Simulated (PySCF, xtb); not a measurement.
C₄H₄BrCl, SMILES C(C=C=CBr)Cl. One conformer was computed; it need not be the lowest.

Harmonic wavenumbers (cm⁻¹) from GFN2-xTB run with xtb at its own minimum, in rising order: 40, 72, 119, 208, 359, 397, 496, 623, 648, 731, 842, 884, 1016, 1113, 1128, 1177, 1215, 1379, 1422, 2052, 2977, 2998, 3043, 3079.

**Question.** What does PBE-D3(BJ)/def2-SVP (PySCF) give at its own minimum? (An estimate is asked for; the answer gives what the named calculation found.)

**Answer.** 49, 72, 129, 228, 360, 422, 503, 659, 676, 726, 832, 872, 1004, 1095, 1126, 1169, 1212, 1371, 1403, 2010, 3010, 3064, 3092, 3130. Paired by order, the mean absolute difference is 20 cm⁻¹ and the zero-point energies are 40.1 and 40.3 kcal/mol.
